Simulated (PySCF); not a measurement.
## Telling isomers of C₆H₁₅PSi apart by NMR

One computed conformer, isolated molecule, equivalent nuclei averaged, relativity neglected. σ from GIAO-PBE0/pcSseg-1; GFN2-xTB structure; PySCF 2.14.0 with density-fitted response routines.

Shifts are taken against calculated references (same method and geometry level): $^{1}$H (31.72 ppm) and $^{13}$C (186.93 ppm) against TMS. Splittings of carbon signals by F and P are missing where no couplings were computed. Where no couplings were computed, multiplicities follow the n + 1 count of equivalent neighbours, and m marks all less simple cases (inequivalent or close neighbours, rings, F or P nearby). Shifts are as computed. Against solution values, carbons near 30 ppm lie about +3 ppm off and those near 130 ppm about +5 ppm. Of 1211 compounds with measured shifts, 218 miss one by over three times the rms of a fit or turn the order of signals round; such compounds aren't used in these exercises.

(1) Tabulate the signals of `C=[P@@]1(C)C[C@@H](C)[C@H]1[SiH3]`, `CC[SiH]1CCPCC1` and their relative energies.

(2) What is the quickest way to tell C=[P@@]1(C)C[C@@H](C)[C@H]1[SiH3] from CC[SiH]1CCPCC1?

Answers

(1) 
| SMILES | carbon types | δC | δH | E rel. (kcal/mol) |
| --- | --- | --- | --- | --- |
| C=[P@@]1(C)C[C@@H](C)[C@H]1[SiH3] | 2×CH 2×CH2 2×CH3 | 49.8, 42.5, 25.8, 24.8, 22.4, 16.5 | 3.73 (m, 3H), 3.20 (m, 1H), 2.61 (m, 1H), 2.23 (m, 1H), 2.08 (m, 1H), 1.64 (m, 3H), 1.21 (d, 3H), 0.66 (m, 2H) | 58.0 |
| CC[SiH]1CCPCC1 | 5×CH2 1×CH3 | 22.0, 17.7, 10.2, 9.3 | 4.20 (m, 1H), 3.04 (m, 1H), 2.09 (m, 2H), 1.42 (m, 2H), 1.40 (m, 2H), 1.05 (t, 3H), 0.71 (m, 2H), 0.58 (m, 2H) | 0.0 |

Energies are electronic energies at PBE0/pcSseg-1 on these geometries, without zero-point or thermal terms, each for the one conformer computed, which needn't be the lowest.

(2) Count the carbon signals: 6 against 4. The first has an sp3 CH bonded to P and Si at 42.5 ppm, the second a methyl carbon (CH3) at 10.2 ppm. Their most deshielded carbons lie at 49.8 and 22.0 ppm. In the proton spectra the most deshielded non-exchanging signals are 3.73 (m, 3H) and 4.20 (m, 1H).
